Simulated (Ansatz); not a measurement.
Reaction (cleavage of the Si–Si bond): `O[SiH2]N[SiH2][SiH3]` + `CB(N)O` → `CB(N)O[SiH3]` + `O[SiH2]N[SiH3]`

Isolated molecules relaxed with PBE0-D4/def2-TZVP in Ansatz; ΔE leaves out vibrations. CCSD(T)/CBS adds triple-zeta CCSD(T) − MP2 to the extrapolated MP2 energy (def2 sets, frozen cores). This one scheme is used for every species. DFT in def2-TZVPP. B3LYP here is the variant with VWN-RPA as its local correlation; programs differ in this. Each species was taken in one conformer, which may not be the lowest.

`O[SiH2]N[SiH2][SiH3]`:

```xyz
14

O    -2.193    1.324   -1.257
Si   -1.780   -0.038   -0.434
N    -0.906    0.235    1.019
Si    0.785    0.024    1.332
Si    1.938   -0.599   -0.610
H    -1.483    1.882   -1.579
H    -0.901   -0.908   -1.260
H    -3.085   -0.671   -0.144
H    -1.441    0.619    1.786
H     1.382    1.294    1.838
H     1.024   -0.999    2.392
H     1.651    0.345   -1.726
H     1.614   -1.980   -1.054
H     3.394   -0.529   -0.305
```

`CB(N)O`:

```xyz
10

C    -0.531    0.898    0.601
B     0.009   -0.347   -0.206
N     1.373   -0.517   -0.491
O    -0.839   -1.331   -0.669
H    -1.050    0.579    1.510
H     0.255    1.594    0.901
H    -1.258    1.462    0.008
H     1.719   -1.309   -1.004
H     2.078    0.135   -0.204
H    -1.755   -1.164   -0.445
```

`CB(N)O[SiH3]`:

```xyz
13

C    -1.439    0.215    0.378
B    -0.007    0.756    0.004
N     0.276    2.127   -0.067
O     1.036   -0.108   -0.271
Si    1.150   -1.741   -0.306
H    -1.394   -0.421    1.268
H    -2.167    1.005    0.574
H    -1.840   -0.412   -0.426
H     1.190    2.473   -0.306
H    -0.407    2.838    0.114
H     0.222   -2.322   -1.314
H     2.546   -2.082   -0.671
H     0.832   -2.329    1.023
```

`O[SiH2]N[SiH3]`:

```xyz
11

O    -0.043   -1.540    1.670
Si    0.940   -0.855    0.542
N     0.368    0.641   -0.085
Si   -0.995    0.897   -1.117
H    -0.226   -1.039    2.466
H     0.995   -1.879   -0.523
H     2.282   -0.561    1.113
H     0.872    1.462    0.216
H    -2.113    1.596   -0.424
H    -1.458   -0.442   -1.557
H    -0.623    1.720   -2.300
```

(1) Is it downhill or uphill in electronic energy at CCSD(T)/CBS, and by how much? (Estimate.)

(2) What do these levels give: PBE0-D4, r2SCAN, PBE0, B3LYP, MP2/def2-TZVPP, SCS-MP2/def2-QZVPP? (An estimate is asked.)

Largest T1 diagnostic among the species: 0.012.

## Answers

(1) The calculation gave: Downhill: ΔE = -21.7 kcal/mol.

(2) Computed: PBE0-D4 -17.1, r2SCAN -20.2, PBE0 -17.5, B3LYP -22.4, MP2/def2-TZVPP -23.6, SCS-MP2/def2-QZVPP -25.0 kcal/mol.

In def2-TZVPP, CCSD(T) changes the Hartree–Fock value by +7.0 kcal/mol (the triples alone add +0.9 kcal/mol) and MP2 by +5.2 kcal/mol. The D4 term adds +0.8 kcal/mol with B3LYP and +0.4 kcal/mol with PBE0; it sums over pairs of atoms, weighted by their polarisabilities, and B3LYP, whose exchange is more repulsive, gets the larger term.
